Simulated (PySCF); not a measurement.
## Potential energy of MgI along the bond

Set-up: Mg def2-SVP, I def2-SVP with ECP28; scalar-relativistic core potentials (PySCF 2.14). Energies in eV from Mg + I in their ground configurations at the same level. All curves are PBE0. state 1: ²Σ⁺ (doublet), unpaired electrons σ ↑; state 2: quartet, unpaired electrons σ ↑, π ↑↑, a mixture of terms (⟨Lz²⟩ = 2.0), a second solution, started from another occupation.

| R (Å) | state 1 | state 2 |
| --- | --- | --- |
| 2.252 | -1.598 | 4.0573 |
| 2.357 | -1.989 | 3.4397 |
| 2.462 | -2.202 | 3.0108 |
| 2.540 | -2.275 | 2.7804 |
| 2.619 | -2.295 | 2.6088 |
| 2.698 | -2.272 | 2.4831 |
| 2.802 | -2.195 | 2.3694 |
| 2.933 | -2.048 | 2.2886 |
| 3.090 | -1.831 | 2.2498 |
| 3.300 | -1.520 | 2.2525 |

**Question.** Put a parabola through the three lowest points of the state 1 curve and estimate Re, k and ωe (reduced mass 20.17 u; 1 eV/Å² = 0.16022 mdyn/Å; ωe = 1302.8·√(k/μ) cm⁻¹).

**Answer.** Through R = 2.54, 2.619, 2.698 Å the second-order coefficient is 3.44 eV/Å², so Re ≈ 2.616 Å, k ≈ 1.10 mdyn/Å and ωe ≈ 305 cm⁻¹. A polynomial fit of higher order to the unrounded PBE0 energies gives Re = 2.612 Å, k = 1.10 mdyn/Å, ωe = 304 cm⁻¹; anharmonicity and rounding make the difference.

The higher-order fit for each curve: state 1: Re = 2.612 Å, ωe = 304 cm⁻¹, De = 2.29 eV; state 2: Re = 3.175 Å, ωe = 119 cm⁻¹, minimum 2.25 eV above the ground-state fragments.

Spin–orbit coupling is left out, which matters for elements this heavy, above all for dissociation energies. Counting both spins, an empty level lies below a filled one in some of these solutions, because spin and occupation are held. The state was picked by a PBE0 search and need not be the measured ground state.
